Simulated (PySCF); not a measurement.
Bonds: C1-C2 1.202 Å, C2-Si3 1.850 Å, Si3-Cl4 2.027 Å, Si3-C5 1.897 Å, C5-C6 1.332 Å, C5-C7 1.473 Å, C7-N8 1.257 Å. C1 carries H9; Si3 carries H10; C6 carries H11, H12; C7 carries H13; N8 carries H14.

Computational details: NMR shieldings at PBE0/pcSseg-1/GIAO, geometry from GFN2-xTB, in PySCF (non-relativistic, in vacuum, single conformer).

Scale: TMS for 13C (reference shieldings calculated alike).

**Question.** Do the 13C shifts follow the atomic charges (in e)? Tabulate both.

**Answer.** 
```
atoms  hybridisation  δ (ppm)  σ para (ppm)  Hirshfeld    IAO  Mulliken  ESP-fitted
   C7              –    172.3          -235      +0.04  +0.04     +0.11       +0.46
   C5              –    154.4          -234      -0.10  -0.31     -0.56       -0.15
   C6              –    141.6          -209      -0.06  -0.25     -0.06       -0.36
   C1              –    106.2          -179      -0.06  -0.16     -0.16       -0.37
   C2              –     86.4          -160      -0.15  -0.34     -0.21       -0.03
```

Correlation coefficients of δ with charge over these carbons: Hirshfeld +0.76, IAO +0.56, Mulliken +0.14, ESP-fitted +0.48; with the paramagnetic shielding -0.98. With so few points these coefficients are fragile. Charge is one influence among several: hybridisation and low-lying excitations act through the paramagnetic term.

Shifts are as computed. Against solution values, carbons near 30 ppm lie about +3 ppm off and those near 130 ppm about +5 ppm. Of 1211 compounds with measured shifts, 218 miss one by over three times the rms of a fit or turn the order of signals round; such compounds aren't used in these exercises.
